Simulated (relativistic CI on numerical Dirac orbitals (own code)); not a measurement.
**d1 to d9 in one octahedral field**

Computed with a parametric ligand-field model without spin-orbit coupling, by exact diagonalisation: B = 410, C = 1930, 10Dq = 37300 cm⁻¹ (Oh; |10Dq|/B = 91.0) for every shell. Energies in cm⁻¹; the field energy is (0.6 n_e − 0.4 n_t2) × 10Dq of the ground term; g labels are left out. So small a B with so large a field is typical of 4d and 5d ions, where spin-orbit coupling, left out here, reaches 1,000 to 4,000 cm⁻¹.

| Shell | Ground term | Electrons in e | Field energy | First spin-allowed bands | Lowest term of other spin |
| --- | --- | --- | --- | --- | --- |
| d1 | 2T2 | 0.000 | -14920 | 2E 37300 |  |
| d2 | 3T1 | 0.004 | -29707 | 3T2 36217, 3T1 41284 | 1T2 6413 |
| d3 | 4A2 | 0.000 | -44760 | 4T2 37300, 4T1 42041 | 2E 9179 |
| d4 | 3T1 | 0.007 | -59436 | 3E 35311, 3T1 35801 | 1T2 5832 |
| d5 | 2T2 | 0.013 | -74117 | 2A2 34633, 2T1 34777 | 4T1 28001 |
| d6 | 1A1 | 0.011 | -89116 | 1T1 35725, 1T2 41877 | 3T1 31736 |
| d7 | 2E | 1.007 | -66895 | 2T1 35635, 2T2 36168 | 4T1 28078 |
| d8 | 3A2 | 2.000 | -44760 | 3T2 37300, 3T1 42041 | 1E 7113 |
| d9 | 2E | 3.000 | -22380 | 2T2 37300 |  |

Low spin: d4, d5, d6, d7; the other shells keep the spin of the free ion. Only d4 to d7 can choose; the field needed to pair spins is smallest for d6 and largest for d5, which loses most exchange energy. In the strong-field picture 10Dq must exceed about 6B + 5C = 12110 (d4), 7.5B + 5C = 12725 (d5), 2.5B + 4C = 8745 (d6) and 4B + 4C = 9360 (d7); mixing of terms shifts these bounds somewhat.
